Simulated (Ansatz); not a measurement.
One change: `CC[O][Hf]([Cl])([O]CC)[O]CC` becomes `CC[O][Zr]([Cl])([O]CC)[O]CC`.

Ansatz, PBE0-D4/def2-TZVP geometries, multiplicity 1. Each molecule was computed in one conformer, which needn't be the lowest.

Elements past krypton have def2 core potentials.

```tsv
property	`CC[O][Hf]([Cl])([O]CC)[O]CC`
size of the dipole moment (ωB97M-V/def2-TZVPP) / D	3.83
HOMO energy (B3LYP/def2-TZVPP) / eV	-7.67
HOMO–LUMO gap (PBE/def2-TZVPP) / eV	5.84
size of the dipole moment (PBE/def2-TZVPP) / D	3.83
HOMO energy (ωB97M-V/def2-TZVPP) / eV	-10.25
HOMO energy (PBE0/def2-TZVPP) / eV	-7.90
```

(1) What does the change do to each property? (Estimate.)

## Answers

(1) Computed: 
```csv
property,`CC[O][Zr]([Cl])([O]CC)[O]CC`,shift
size of the dipole moment (ωB97M-V/def2-TZVPP) / D,3.85,0.02
HOMO energy (B3LYP/def2-TZVPP) / eV,-7.69,-0.02
HOMO–LUMO gap (PBE/def2-TZVPP) / eV,5.64,-0.20
size of the dipole moment (PBE/def2-TZVPP) / D,3.85,0.02
HOMO energy (ωB97M-V/def2-TZVPP) / eV,-10.28,-0.03
HOMO energy (PBE0/def2-TZVPP) / eV,-7.92,-0.02
```

Dipoles are sizes alone; their direction can turn.

B3LYP here is the variant with VWN-RPA as its local correlation; programs differ in this.
